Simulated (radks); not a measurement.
The numbers below are computed, except where a source is named.
Excited configurations of the nitrogen ion N+: one electron is placed in a higher orbital outside [He] 2s2 2p1. The ground configuration is [He] 2s2 2p2. Level of theory: non-relativistic Kohn-Sham, TPSS, spin-unpolarised, spherical densities, point nucleus; meta-GGA in the generalised Kohn-Sham scheme (a radial shooting solver on a logarithmic mesh with Libxc functionals). Excitation = E - E(ground); binding = E(ion) - E, where the ion is the core of charge +2; n* = 2/sqrt(2 binding) in atomic units, and the quantum defect is n - n*.

outer orbital  excitation (eV)  binding (eV)     n*  <r> (bohr)
3s                      17.903        10.869  2.238       3.840
3d                      22.529         6.243  2.953       4.988
4p                      24.141         4.631  3.428       8.607
5d                      26.292         2.480  4.684       15.57
6p                      26.825         1.947  5.287       21.34
7p                      27.362         1.410  6.213       29.86

The Delta-SCF ionisation energy is 28.772 eV (NIST Atomic Spectra Database: 29.601 eV, semi-empirical). Self-interaction in the functional shifts the binding energies and quantum defects, so they are the method's values and not measured ones. Spin polarisation and multiplet splitting are left out, so open shells lie too high by an amount that depends on their filling.

Beside tabulated values, note that spin-unpolarised runs miss the spin-polarisation part of the exchange energy of open shells.
